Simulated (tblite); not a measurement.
Compound: C₃H₁₀SeSi.
Geometry (GFN2-xTB, Å), atoms numbered from 1 in this order:
```xyz
15
C3H10SeSi angstrom
C     -1.947   -0.199   -0.864
C     -0.630    0.123   -0.182
C     -0.641   -0.250    1.288
Se     0.850   -0.846   -1.139
Si     2.622    0.293   -0.292
H     -2.752    0.372   -0.403
H     -2.175   -1.259   -0.771
H     -1.903    0.052   -1.923
H     -0.391    1.184   -0.305
H     -1.430    0.299    1.802
H      0.309   -0.009    1.762
H     -0.828   -1.316    1.407
H      3.728    0.010   -1.194
H      2.917   -0.157    1.068
H      2.265    1.710   -0.274
```

Method: GFN2-xTB as coded in tblite; computed harmonic values from a numerical Hessian at the method's own geometry, unscaled. This tight-binding method is rough: wavenumbers can miss measured ones by several per cent, in bad cases by 10 to 20. Modes of hydrogen on silicon can be 10 to 20 % off. One conformer, not necessarily the lowest.

Harmonic wavenumbers (cm⁻¹): 30.2, 84.7, 117.2, 209.3, 228.1, 264.3, 276.5, 378.9, 402.3, 505.6, 512.1, 530.0, 742.9, 763.5, 787.3, 921.9, 939.8, 972.7, 1045.2, 1139.2, 1153.4, 1218.5, 1297.3, 1403.0, 1413.8, 1480.8, 1483.1, 1489.9, 1494.6, 2260.5, 2273.2, 2335.3, 2912.6, 3006.9, 3012.2, 3020.8, 3024.2, 3027.5, 3029.1.

A = 3811, B = 1618, C = 1280 MHz; mass 153.972 u (most abundant isotopes); point group C1, symmetry number 1.

Zero-point energy?

½Σν̃ = 25594 cm⁻¹ = 73.18 kcal/mol.

Give the ideal-gas entropy at 273.15 K and 1 bar in the rigid-rotor, harmonic-oscillator model (classical rotation).

Translation 40.60, rotation 27.84, vibration 23.05: S = 91.5 cal/(mol K).

And Cp and H(273.15 K) − H(0)?

Cp = 30.88 cal/(mol K), of which vibrations give 22.93 (their classical limit is 39 R = 77.5); H(273.15 K) − H(0) = 5.43 kcal/mol without the zero-point energy, 3.26 from vibrations.

Blend soft modes into free rotors: weight 1/[1 + (100 cm⁻¹/ν̃)⁴] for the oscillator and the rest for a rotor with moment μB/(μ + B), μ = h/(8π²ν), B = 10⁻⁴⁴ kg m². What vibrational entropy results?

20.84 cal/(mol K) in place of 23.05, which changes −T·S at 273.15 K by +0.60 kcal/mol.

Which modes carry the vibrational entropy at 273.15 K?

30.2 cm⁻¹: 5.64; 84.7 cm⁻¹: 3.61; 117.2 cm⁻¹: 2.98; 209.3 cm⁻¹: 1.89; 228.1 cm⁻¹: 1.74; 264.3 cm⁻¹: 1.48 cal/(mol K); the other 33 give 5.71 together.

Hindered rotation and anharmonicity are outside this model. Other conformers, if any are populated, would add a mixing term that is left out. The structure is chiral; the term R ln 2 for an equal mix with its mirror image is left out.

Hardware: an Arm Neoverse V2 with one thread, shared host with 96 logical CPUs at a one-minute load of 88. This covers the Hessian and the dipole derivatives.
